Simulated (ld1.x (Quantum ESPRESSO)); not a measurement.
Which change was made? (Eu, TM)

- Element: Eu (Z = 63)
- Generator: ld1.x (Quantum ESPRESSO) 7.5
- Type: norm-conserving Troullier–Martins (Kleinman–Bylander form)
- Functional: PBE
- Relativity: fully relativistic
- Frozen core: [Kr] 4d10 4f6
- Valence charge: 11
- Reference configuration: 5s2 5p6 5d1 6s1.5 6p0.5
- Partial waves: 5s (bound): rc 2.20 bohr; 5p (bound): rc 2.20 bohr; 5d (bound): rc 3.55 bohr
- Local potential: all-electron potential smoothed inside 1.80 bohr (lloc = -1)
- Core correction: none

Open shells are filled in proportion to 2j + 1 (rel_dist='average').

Occupied shells without a wave of their own: 6p, 6s. They enter only through the test configuration that unscreens the potential.

Cutoffs, loose and tight: the cutoffs (Ry, on a coarse ladder) from which the occupation-weighted sum of valence levels, in a spherical-Bessel basis at the reference potential, stays within 10 and 1 mRy of its value at 400 Ry. They do not see the model core or the augmentation charge, which bear on the density cutoff. Test errors are all-electron minus pseudo excitation energies from the reference, over the configurations 5s2 5p6 5d1 6s2 6p0; 5s2 5p6 5d1 6s1 6p0; 5s2 5p6 5d1 6s0 6p0; 5s2 5p5 5d1 6s2 6p0; 5s2 5p6 5d1 6s0 6p2; 5s2 5p6 5d1 6s0 6p1; 5s2 5p6 5d0 6s2 6p1; variants that change the core or the reference have their own tests.

The base gives: outcome: generated, misses its reference levels by 0.87 eV; cutoff, loose: 35 Ry; cutoff, tight: 45 Ry; bound ghosts: none; largest test error (meV): -2438.

(1) After one change the result is: outcome: generated, misses its reference levels by 0.81 eV; cutoff, loose: 35 Ry; cutoff, tight: 45 Ry; bound ghosts: none; largest test error (meV): -2251. Which change was it?
A. functional PBEsol
B. wave 5s (bound): rc 2.20 bohr becomes 5s (bound): rc 1.80 bohr
C. local potential all-electron potential smoothed inside 1.84 bohr (lloc = -1)
D. core [Kr] 4d10, valence charge 17; reference 4f7 5s2 5p6 5d0 6s1.5 6p0; waves now 5p (bound): rc 1.85 bohr; 5d (bound): rc 3.75 bohr; 4f (bound): rc 1.20 bohr; 5s (bound): rc 2.30 bohr; local potential the s channel
E. reference 5s2 5p6 5d1 6s1.5 6p0

## Answers

(1) A. The others give: local potential all-electron potential smoothed inside 1.84 bohr (lloc = -1) → outcome: generated, misses its reference levels by 0.67 eV; cutoff, loose: 35 Ry; cutoff, tight: 45 Ry; bound ghosts: none; largest test error (meV): -1837 | reference 5s2 5p6 5d1 6s1.5 6p0 → outcome: generated, misses its reference levels by 0.94 eV; cutoff, loose: 35 Ry; cutoff, tight: 45 Ry; bound ghosts: none; largest test error (meV): -2364 | wave 5s (bound): rc 2.20 bohr becomes 5s (bound): rc 1.80 bohr → outcome: generated, misses its reference levels by 0.21 eV; cutoff, loose: 45 Ry; cutoff, tight: 80 Ry; bound ghosts: none; largest test error (meV): -558 | core [Kr] 4d10, valence charge 17; reference 4f7 5s2 5p6 5d0 6s1.5 6p0; waves now 5p (bound): rc 1.85 bohr; 5d (bound): rc 3.75 bohr; 4f (bound): rc 1.20 bohr; 5s (bound): rc 2.30 bohr; local potential the s channel → outcome: failed: the pseudo-atom did not reach self-consistency.
